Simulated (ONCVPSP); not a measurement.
tantalum (Ta), ONCV: configuration errors across variants

ONCVPSP 4.0.1 input, shortened (lines: element, Z, core and valence counts, functional; n l f; lmax; l rc ep ncon nbas qcut; lloc lpopt rc5 dvloc0; l nproj debl; icmod fcfact rcfact), PBEsol, scalar-relativistic:

```
  Ta 73.00   10    4  -116133      upf
    1    0    2.00
    2    0    2.00
    2    1    6.00
    3    0    2.00
    3    1    6.00
    3    2   10.00
    4    0    2.00
    4    1    6.00
    4    2   10.00
    4    3   14.00
    5    0    2.00
    5    1    6.00
    5    2    3.00
    6    0    2.00
    2
    0    1.70    0.00    4    9    9.20
    1    1.75    0.00    4    9    7.80
    2    2.90    0.00    5    9    6.30
    4    1    1.50   -1.00
    0    2    2.20
    1    2    2.60
    2    1    2.80
    3    2.25    1.45
```

All-electron excitation energies from the reference (eV): (1) 5s2 5p6 5d3 6s1 8.505; (2) 5s2 5p6 5d3 6s0 23.483; (3) 5s2 5p6 5d2 6s0 47.094; (4) 5s2 5p6 5d2 6s2 6p1 3.033.

1 further variants failed, have other tests or too few solved ones, and are left out.

Errors AE − PS in meV (a dash: test not solved or not reliable):

| change | (1) | (2) | (3) | (4) | bound ghosts | GHOST(+) flags above zero |
| --- | --- | --- | --- | --- | --- | --- |
| base | -2.6 | -3.3 | -12 | +3.5 | none | s |
| d: rc 2.02 | -3.0 | -3.9 | -9.1 | -1.7 | none | s |
| d: rc 2.32 | -3.0 | -3.8 | -9.4 | -1.3 | none | s |
| d: rc 2.88 | -2.7 | -3.3 | -11 | +3.3 | none | s |
| d: rc 3.16 | -2.4 | -3.9 | -13 | +9.7 | none | s |
| d: rc 3.38 | -2.3 | -5.8 | -15 | +18 | none | s |
| d: rc 3.68 | -2.5 | -12 | -16 | +31 | none | s, d |
| d: rc 3.86 | -2.7 | -13 | -15 | +30 | none | s |

Q: Give the same row for: d: rc 2.58.

A: -2.9, -3.5, -10, -0.1; bound ghosts: none; GHOST(+) flags above zero: s.
